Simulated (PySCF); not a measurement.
C2H14Si4, SMILES C([SiH3])[SiH2][SiH2]C[SiH3].

Coordinates come from a PBE0-D3(BJ)/def2-SVP optimisation. This is a generated structure with no PubChem entry under its InChIKey; it may be hypothetical. The values are those of a single conformer.

These are B3LYP/def2-TZVP (PySCF) values and carry that method's errors.

Computed frontier levels, gap, dipole moment:
The highest occupied level comes out as -7.52 eV and the lowest empty level comes out as -0.50 eV. The orbital gap is 7.02 eV. The dipole moment comes out as 1.30 D and the quadrupole, principal values (traceless, Buckingham form, about the centre of nuclear charge) comes out as -2.66, -1.10, 3.75 D·Å.
